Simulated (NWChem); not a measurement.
System: C6H9O, doublet; SMILES C1(=O)CCCC[CH]1

Here is an NWChem input.

```
start job
memory heap 200 mb stack 900 mb global 1100 mb
geometry units angstroms noautosym nocenter noautoz
  O      0.083432     2.408246     0.036144
  C      0.047458     1.166100     0.030350
  C      1.258261     0.396558    -0.056555
  C      1.309793    -1.096866    -0.094481
  C     -0.019092    -1.758933     0.309889
  C     -1.208904    -1.038602    -0.337846
  C     -1.283713     0.421288     0.135189
  H      2.180476     0.967570    -0.139016
  H      2.137938    -1.459138     0.532292
  H      1.578628    -1.406936    -1.120825
  H     -0.126906    -1.722874     1.402738
  H     -0.004180    -2.818440     0.029191
  H     -2.146033    -1.557136    -0.102965
  H     -1.100895    -1.068711    -1.431572
  H     -2.032929     0.995721    -0.420278
  H     -1.593076     0.454240     1.190582
end
basis spherical
  * library def2-svp
end
dft
  odft
  mult 2
  xc pbe0
  iterations 150
end
cosmo
  do_cosmo_smd true
  solvent water
end
task dft energy
```

Geometry: optimised at B3LYP/6-31G* (spherical d), spin-unrestricted. Not confirmed as a minimum by frequencies. No stability test was run on the SCF state. Solvent: water.

Level: PBE0/def2-SVP with SMD (1 M gas to 1 M solution), gas-phase geometry. Reactions with the solvent are ignored.

### Question
Give the results of this calculation. (PBE0/def2-SVP, spin-unrestricted, SMD on the gas-phase geometry.) Quantities: solvation free energy (kcal/mol); cavity-dispersion-structure term (kcal/mol); dipole in solution (D).

### Answer
```
Property                                     Result
-------------------------------------------  ------
solvation free energy (kcal/mol)               -4.9
cavity-dispersion-structure term (kcal/mol)     3.2
dipole in solution (D)                         5.08
```
